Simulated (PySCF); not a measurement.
C₃H₃O₃ (SMILES O=C1O[CH]CO1), doublet, geometry from GFN2-xTB. Base run: CCSD/STO-3G (PySCF).

The PySCF input:
```python
from pyscf import gto, scf, cc

mol = gto.M(
    atom='''
O     1.95344729   -0.29314803    0.27289880
C     0.79299824   -0.11292920    0.10766848
O     0.23825356    1.07942746   -0.22676979
C    -1.10088334    0.92262526   -0.37404626
C    -1.43919525   -0.48488250   -0.03500315
O    -0.16688872   -1.05061609    0.22414532
H    -1.72009414    1.79256801   -0.35188862
H    -2.07892253   -0.59034314    0.85655697
H    -1.91699830   -1.03641298   -0.85857754
''',
    basis='sto-3g',
    spin=1,
    verbose=5,
)

mf = scf.UHF(mol)
mf.kernel()

mycc = cc.CCSD(mf)
mycc.kernel()
print('E(CCSD) = %.10f' % mycc.e_tot)
mf.analyze()
```

Each row names what was changed in the base input (with any setting that the change needs).

```json
[
 {"change": "base", "ΔE vs base (kcal/mol)": "0.000", "MP2 correlation (Eh)": "-0.27154", "CC correlation without the perturbative part (Eh)": "-0.32430", "basis functions": "33"},
 {"change": "cc.direct = True", "ΔE vs base (kcal/mol)": "0.000", "MP2 correlation (Eh)": "-0.27154", "CC correlation without the perturbative part (Eh)": "-0.32430", "basis functions": "33"},
 {"change": "cc.diis_space = 3", "ΔE vs base (kcal/mol)": "0.000", "MP2 correlation (Eh)": "-0.27154", "CC correlation without the perturbative part (Eh)": "-0.32430", "basis functions": "33"},
 {"change": "cc.diis_space = 10", "ΔE vs base (kcal/mol)": "0.000", "MP2 correlation (Eh)": "-0.27154", "CC correlation without the perturbative part (Eh)": "-0.32430", "basis functions": "33"},
 {"change": "frozen = 6", "ΔE vs base (kcal/mol)": "0.87", "MP2 correlation (Eh)": "-0.26996", "CC correlation without the perturbative part (Eh)": "-0.32292", "basis functions": "33"},
 {"change": "cc.level_shift = 0.2", "ΔE vs base (kcal/mol)": "0.000", "MP2 correlation (Eh)": "-0.27154", "CC correlation without the perturbative part (Eh)": "-0.32430", "basis functions": "33"},
 {"change": "density fitting = JK and correlation", "ΔE vs base (kcal/mol)": "-0.292", "MP2 correlation (Eh)": "-0.27152", "CC correlation without the perturbative part (Eh)": "-0.32429", "basis functions": "33"},
 {"change": "method = ccsd(t)", "ΔE vs base (kcal/mol)": "-7.44", "MP2 correlation (Eh)": "-0.27154", "CC correlation without the perturbative part (Eh)": "-0.32430", "basis functions": "33"},
 {"change": "frozen = 7", "ΔE vs base (kcal/mol)": "12.67", "MP2 correlation (Eh)": "-0.25393", "CC correlation without the perturbative part (Eh)": "-0.30411", "basis functions": "33"},
 {"change": "cart = on", "ΔE vs base (kcal/mol)": "0.000", "MP2 correlation (Eh)": "-0.27154", "CC correlation without the perturbative part (Eh)": "-0.32430", "basis functions": "33"}
]
```

Open shells are given as the SCF converged; they aren't shown to be the lowest states, and a large step between rows can be another state.
